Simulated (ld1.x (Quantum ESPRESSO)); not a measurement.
# What the settings do to the TM potential of boron

Base potential:

```
Element                 : B
Generator               : ld1.x (Quantum ESPRESSO) 7.5
Type                    : norm-conserving Troullier–Martins (Kleinman–Bylander form)
Functional              : PBE
Relativity              : scalar-relativistic
Frozen core             : [He]
Valence charge          : 3
Reference configuration : 2s2 2p1
Partial waves           : 2s (bound): rc 1.05 bohr; 2p (bound): rc 2.15 bohr
Local potential         : all-electron potential smoothed inside 1.80 bohr (lloc = -2)
Core correction         : none
```

All-electron outer shells of the reference configuration (PBE, scalar-relativistic, ld1.x):

```
shell  level (eV)  outermost node (bohr)  outermost maximum (bohr)
   1s     -180.59                      –                      0.21
   2s       -9.44                   0.46                      1.52
   2p       -3.61                      –                      1.57
```

Cutoffs, loose and tight: the cutoffs (Ry, on a coarse ladder) from which the occupation-weighted sum of valence levels, in a spherical-Bessel basis at the reference potential, stays within 10 and 1 mRy of its value at 400 Ry. They do not see the model core or the augmentation charge, which bear on the density cutoff. Test errors are all-electron minus pseudo excitation energies from the reference, over the configurations 2s2 2p0; 2s1 2p0; 2s2 2p0.5; 2s0 2p3; 2s2 2p1.3; 2s1 2p2; 2s1 2p1. A dash means not determined; rows that change the core or the reference have their own tests.

```csv
change,outcome,"cutoff, loose","cutoff, tight",bound ghosts,largest test error (meV)
base,generated,45 Ry,110 Ry,none,+122
wave 2p (bound): rc 2.15 bohr becomes 2p (bound): rc 1.56 bohr,generated,45 Ry,110 Ry,none,+91
core correction a·sin(br)/r model core inside 0.84 bohr,generated,45 Ry,110 Ry,none,+120
"all radii scaled by about 1.41 (s 1.48, p 3.02 bohr); local potential all-electron potential smoothed inside 2.52 bohr (lloc = -2)",generated,18 Ry,50 Ry,none,+322
local potential all-electron potential smoothed inside 1.45 bohr (lloc = -1),generated,45 Ry,100 Ry,none,+132
local potential all-electron potential smoothed inside 1.12 bohr (lloc = -2),generated,45 Ry,100 Ry,none,+131
local potential the s channel,generated,45 Ry,110 Ry,none,+129
"type ultrasoft; waves now 2s (bound): rcut 0.90, rcutus 1.05 bohr; 2s channel at -0.2 Ry: rcut 0.90, rcutus 1.05 bohr; 2p (bound): rcut 1.85, rcutus 2.15 bohr; 2p channel at 0.95 Ry: rcut 1.85, rcutus 2.15 bohr; local potential all-electron potential smoothed inside 1.25 bohr (lloc = -1); augmentation PSQ, radius 0.85 bohr",failed: chargeps: negative rho,–,–,–,–
local potential all-electron potential smoothed inside 1.30 bohr (lloc = -1),generated,45 Ry,110 Ry,none,+132
core correction a·sin(br)/r model core inside 1.08 bohr,generated,45 Ry,110 Ry,none,+93
wave 2p (bound): rc 2.15 bohr becomes 2p (bound): rc 2.00 bohr,generated,45 Ry,110 Ry,none,+110
local potential all-electron potential smoothed inside 2.40 bohr (lloc = -2),generated,45 Ry,110 Ry,none,+180
```

(1) What comes out with this change to the base: wave 2s (bound): rc 1.05 bohr becomes 2s (bound): rc 0.90 bohr?

## Answers

(1) outcome: generated; cutoff, loose: 90 Ry; cutoff, tight: 180 Ry; bound ghosts: none; largest test error (meV): +131.
